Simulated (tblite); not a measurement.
Cl2Sn, charge -1, doublet, at a GFN2-xTB geometry (such geometries of metal compounds can be far from the true shape) (a state made from the parent by changing its charge; the spin is typed, not shown lowest); GFN1-xTB run with tblite 0.6.0.

Input for tblite:
```
$ tblite run mol.xyz --method gfn1 --charge -1 --spin 1 --spin-polarized --json tblite.json --no-restart

# file mol.xyz
3

Sn     0.01076359    -0.01024665     0.63912643
Cl     1.23230621     1.55893049    -0.93616015
Cl    -1.26396382    -1.52879329    -0.94362347
```

Question: Predict the main parts of the log of this tblite run.

Answer: 
```
xTB calculator
 | screened Coulomb repulsion
 | Coulomb electrostatics
 |  * isotropic Klopman-Ohno-Mataga-Nishimoto electrostatics
 |  * onsite third-order electrostatics
 | DFT-D3(BJ) dispersion correction
 | Interactions (1)
 | [1] spin polarization

halogen bonding energy    0.0000000000000E+00 Eh
repulsion energy          1.4559196062099E-03 Eh
dispersion energy        -1.1532348364190E-03 Eh
interaction energy        0.0000000000000E+00 Eh
number of electrons       1.9000000000000E+01 e
integral cutoff           2.8182813135037E+01 bohr

------------------------------------------------------------
  cycle        total energy    energy error   density error
------------------------------------------------------------
      1     -11.28934112499  -1.1289644E+01   3.2851383E-01
      2     -11.30447644963  -1.5135325E-02   1.7131246E-01
      3     -11.30541248042  -9.3603079E-04   4.2936245E-02
      4     -11.30558544290  -1.7296248E-04   3.5379234E-03
      5     -11.30558551365  -7.0751309E-08   1.2451280E-03
      6     -11.30558564505  -1.3139561E-07   2.9045913E-05
      7     -11.30558564500   4.1932680E-11   1.6108195E-05
------------------------------------------------------------

electronic energy        -1.1305888329774E+01 Eh
total energy             -1.1305585645004E+01 Eh

Post processing:
 | Mayer-Wiberg bond orders

[Info] JSON dump of results written to 'tblite.json'
```
